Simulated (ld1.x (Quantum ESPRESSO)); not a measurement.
**iron (Fe): one change to an ultrasoft potential, before and after**

```json
{
  "Element": "Fe",
  "Generator": "ld1.x (Quantum ESPRESSO) 7.5",
  "Type": "ultrasoft",
  "Functional": "PBE",
  "Relativity": "scalar-relativistic",
  "Frozen core": "[Ne] 3s2",
  "Valence charge": "14",
  "Reference configuration": "3p6 3d6 4s1.75 4p0 (charge +0.25)",
  "Partial waves": "4s (bound): rcut 1.80, rcutus 2.45 bohr; 4s channel at -0.15 Ry: rcut 1.80, rcutus 2.45 bohr; 3p (bound): rcut 1.20, rcutus 1.25 bohr; 4p (bound, empty): rcut 1.20, rcutus 1.25 bohr; 3d (bound): rcut 0.70, rcutus 0.95 bohr; 3d channel at 1.15 Ry: rcut 0.70, rcutus 0.95 bohr",
  "Local potential": "all-electron potential smoothed inside 2.15 bohr (lloc = -1)",
  "Core correction": "Bessel-smoothed model core, default radius (core density twice the valence density)",
  "Augmentation charge": "PSQ, inside the norm-conserving radii"
}
```

Change: waves 3p (bound): rcut 0.74, rcutus 0.78 bohr; 4p (bound): rcut 0.74, rcutus 0.78 bohr.

Cutoffs: the cutoffs (Ry, on a coarse ladder) from which the occupation-weighted sum of valence levels, in a spherical-Bessel basis at the reference potential, stays within 10 and 1 mRy of its value at 400 Ry; they do not see the model core or the augmentation charge, which bear on the density cutoff. Errors are all-electron minus pseudo energies relative to the spin-unpolarised reference configuration.

Problem. What does the change do?

Solution. The potential gets harder (120 Ry and 200 Ry → 140 Ry and 260 Ry); of the 7 tests that both files solve, the error grows in 0 and shrinks in 1 by more than 15 % and 0.3 meV (median size 3.9 → 3.5 meV); neither file shows a bound ghost. A smaller radius makes the pseudo-wave follow the all-electron one further in, where it bends more sharply, so more plane waves are needed.

```tsv
quantity	base	changed
cutoff, loose	120 Ry	140 Ry
cutoff, tight	200 Ry	260 Ry
loose cutoff by channel (10 mRy a level)	s 6 Ry, p 45 Ry, d 100 Ry	s 6 Ry, p 90 Ry, d 100 Ry
bound ghosts	none	none
error for 3p6 3d6 4s2 4p0, meV [ΔE -1.53 eV]	+0.1	+0.1
error for 3p6 3d6 4s1 4p0, meV [ΔE 7.20 eV]	-1.4	-1.4
error for 3p6 3d6 4s0 4p0, meV [ΔE 23.40 eV]	-8.6	-8.1
error for 3p6 3d6 4s1.5 4p0, meV [ΔE 1.95 eV]	-0.3	-0.2
error for 3p6 3d6.5 4s1.5 4p0, meV [ΔE -2.26 eV]	-3.9	-3.5
error for 3p6 3d7 4s0 4p0, meV [ΔE 5.11 eV]	-31	-28
error for 3p6 3d5 4s2 4p0, meV [ΔE 12.68 eV]	-24	-18
s: phases at 2.65 bohr within 0.05 rad from the reference energy up to (Ry; the scan ends near 5)	3.1	3.1
p: phases at 2.65 bohr within 0.05 rad from the reference energy up to (Ry; the scan ends near 5)	to the end of the scan	to the end of the scan
d: phases at 2.65 bohr within 0.05 rad from the reference energy up to (Ry; the scan ends near 5)	to the end of the scan	to the end of the scan
lowest overlap eigenvalue by channel	s 0.39, p 0.34, d 1.00	s 0.39, p 0.87, d 1.00
```
